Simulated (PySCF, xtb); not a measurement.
C6MoO6, SMILES [O+]#[C-]->[Mo](<-[C-]#[O+])(<-[C-]#[O+])(<-[C-]#[O+])(<-[C-]#[O+])<-[C-]#[O+], multiplicity 1.

xtb with GFN2-xTB at its own geometry gives an orbital gap of 3.05 eV and a dipole moment of 0.00 D.

The structure is a stationary point at PBE0-D3(BJ)/def2-SVP. The spin state was assumed, not searched. The isomer is the one that the SMILES or the coordinates give; other isomers of the formula were not compared. The def2 effective core potentials stand for the cores of Mo; spin–orbit coupling is left out.

### Question
What does PBE/def2-SVP in PySCF give? (Estimate from the structure and the level; the computed values follow.)

### Answer
gap 3.69 eV (levels -6.26 and -2.57 eV), dipole 0.00 D.
